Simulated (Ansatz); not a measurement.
Program: Ansatz. Geometries: PBE0-D4/def2-TZVP. ΔE: electronic, gas phase. CBS: MP2 limit from def2 TZ/QZ plus the TZ coupled-cluster correction, frozen cores. Functionals use def2-TZVPP. HSE06 is defined as in plane-wave codes. Elements past krypton have def2 core potentials. For In outer-core shells are correlated without core-valence functions, which leaves a few kJ/mol of doubt a bond.

Consider the formal exchange of groups at the Al–C bond: `B[C](=C)[AlH2]` + `[Cl][InH2]` → `[AlH2][InH][Cl]` + `BC=C`.

`B[C](=C)[AlH2]`:

```xyz
10

B    -0.423    0.097   -1.575
C    -0.113    0.081   -0.062
C    -0.909    0.836    0.723
Al    1.317   -0.929    0.800
H    -1.337    0.763   -1.982
H     0.220   -0.536   -2.364
H    -1.729    1.427    0.309
H    -0.788    0.906    1.806
H     1.456   -0.798    2.379
H     2.306   -1.847   -0.033
```

`[Cl][InH2]`:

Z-matrix (Å, degrees):
```
In
Cl 1 2.343
H 1 1.705 2 112.5
H 1 1.705 2 112.5 3 180.0
```

`[AlH2][InH][Cl]`:

Z-matrix (Å, degrees):
```
Al
In 1 2.658
H 1 1.587 2 119.9
H 1 1.587 2 119.9 3 177.3
Cl 2 2.378 1 104.7 3 -88.6
H 2 1.720 1 146.0 3 91.3
```

`BC=C`:

Z-matrix (Å, degrees):
```
B
C 1 1.534
H 1 1.197 2 122.0
H 1 1.199 2 118.7 3 180.0
C 2 1.339 1 120.5 3 180.0
H 2 1.089 1 121.7 3 -0.0
H 5 1.086 2 120.6 1 0.0
H 5 1.087 2 123.0 1 -180.0
```

(1) Is it downhill or uphill in electronic energy at CCSD(T)/CBS, and by how much? (Best estimate.)

(2) What do these levels give: B97M-V, r2SCANh-D4, HSE06-D4, CAM-B3LYP, CCSD(T)/def2-SVP, HF/def2-QZVPP? (Best estimate.)

Largest T1 diagnostic among the species: 0.014.

Answers

(1) The calculation gave: Downhill: ΔE = -52.2 kJ/mol.

(2) The calculation gave: B97M-V -41.8, r2SCANh-D4 -52.5, HSE06-D4 -56.3, CAM-B3LYP -50.2, CCSD(T)/def2-SVP -46.8, HF/def2-QZVPP -49.4 kJ/mol.

From BLYP to BHLYP (50 % exact exchange), in def2-TZVPP and without D4, ΔE moves by +6.8 kJ/mol. Leaving LDA and LC-ωPBE aside and taking each functional with its dispersion term where it has one, the values, not all of them listed here, spread over 16.7 kJ/mol, from PBE-D4 to B97M-V. LDA lies +6.0 kJ/mol from PBE without D4.
